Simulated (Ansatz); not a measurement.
The input (input.yaml):

```yaml
crystal:
  periodic: [false, false, false]
  atoms:
    - { symbol: Al, position_ang: [0.253603, 0.010686, -0.34896] }
    - { symbol: O, position_ang: [0.916631, 0.32632, 1.351019] }
    - { symbol: H, position_ang: [0.983431, -0.12518, 2.226492] }
    - { symbol: H, position_ang: [1.827469, 0.245811, 0.333994] }
    - { symbol: O, position_ang: [-1.317857, -0.691584, -0.427797] }
    - { symbol: Si, position_ang: [-2.795645, -1.345039, -0.828297] }
    - { symbol: H, position_ang: [-3.010223, -2.635427, -0.081191] }
    - { symbol: H, position_ang: [-3.905608, -0.3941, -0.464662] }
    - { symbol: H, position_ang: [-2.879002, -1.633184, -2.305098] }
basis:
  gaussian: { orbitals: def2-SVP }
hamiltonian:
  xc: pbe
md:
  timestep: 0.5
  n_steps: 200
  ensemble: nve
  temperature: 300.0
  initial_velocities: maxwell_boltzmann
  seed: 4578
```

Command:

```bash
$ ansatz run input.yaml --threads 2 --pin off --max-ram 3072MiB --backend cpu --events-out ev --progress --plain --runs-dir out
```

Hardware: 2 threads of Arm Neoverse V2, with other jobs on the host.

Question: Roughly how long does this run take, and how much memory?

Answer: 4 min, with a peak of 0.12 GiB, for 201 ionic steps.
